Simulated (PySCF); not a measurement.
Ligand exchange on a metal centre used in film growth or etching (W Cl-OH). All species are isolated molecules in the gas phase. One relaxed conformer stands for each flexible species; it need not be the lowest.

Quantity: redistribution energy (mixed species minus the weighted end members), in kcal/mol.

A: 3 of 6 Cl replaced by OH: [W(Cl)3(OH)3]
B: 2 of 6 Cl replaced by OH: [W(Cl)4(OH)2]
C: 5 of 6 Cl replaced by OH: [W(Cl)(OH)5]
D: 4 of 6 Cl replaced by OH: [W(Cl)2(OH)4]
E: 1 of 6 Cl replaced by OH: [W(Cl)5(OH)]

Problem. Order them by redistribution energy (mixed species minus the weighted end members) (lowest first) at the level PBE-D3(BJ)/def2-TZVP // BP86-D3(BJ)/def2-SVP (PySCF).

Solution. A (-6.60 kcal/mol), C (-4.47 kcal/mol), D (-3.49 kcal/mol), B (0.03 kcal/mol), E (0.84 kcal/mol)
